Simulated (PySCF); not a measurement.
F$_{2}$Zn, charge +1, doublet, at a GFN2-xTB geometry (such geometries of metal compounds can be far from the true shape) (a state made from the parent by changing its charge; the spin is typed, not shown lowest). Base run: DF-PBE/6-31G** in PySCF.

PySCF was given this input:
```python
from pyscf import gto, scf, dft

mol = gto.Mole()
mol.atom = '''
    Zn    0.123548    0.244403    0.249274
    F    -0.423721    0.696314   -1.389594
    F     0.011894   -1.510992    0.558682
'''
mol.basis = '6-31g**'
mol.charge = 1
mol.spin = 1
mol.verbose = 4
mol.build()

mf = dft.UKS(mol)
mf.xc = 'pbe'
mf = mf.density_fit(auxbasis='def2-universal-jkfit')
mf.kernel()
mf.analyze()
```

The base run was repeated with changes; each row names its change, and settings that it needs were set with it.

```
change               basis functions       E (Eh)  HOMO (eV)  core-seconds (rough)        outcome
-------------------  ---------------  -----------  ---------  --------------------  -------------
base                              62  -1977.87894     -16.02                    10      converged
basis = STO-3G                    28            -          -                     -  not converged
basis = LANL2DZ                   36            -          -                     -  not converged
basis = pcseg-0                   42  -1973.72432     -15.63                     4      converged
basis = def2-SV(P)                52            -          -                     -  not converged
basis = def2-SVP                  59            -          -                     -  not converged
basis = pc-1                      59  -1978.10257     -16.56                     9      converged
basis = 6-31G*                    62  -1977.87894     -16.02                     7      converged
basis = cc-pVDZ                   71  -1978.25820     -16.41                    10      converged
basis = def2-SVPD                 80            -          -                     -  not converged
basis = aug-cc-pVDZ              105  -1978.28027     -16.64                    20      converged
basis = pcseg-2                  116            -          -                     -  not converged
basis = cc-pVTZ                  128  -1978.33121     -16.57                    20      converged
```

Totals compare only among sets that treat the same electrons; sets with core potentials leave the core out.

Open shells are given as the SCF converged; they aren't shown to be the lowest states, and a large step between rows can be another state.
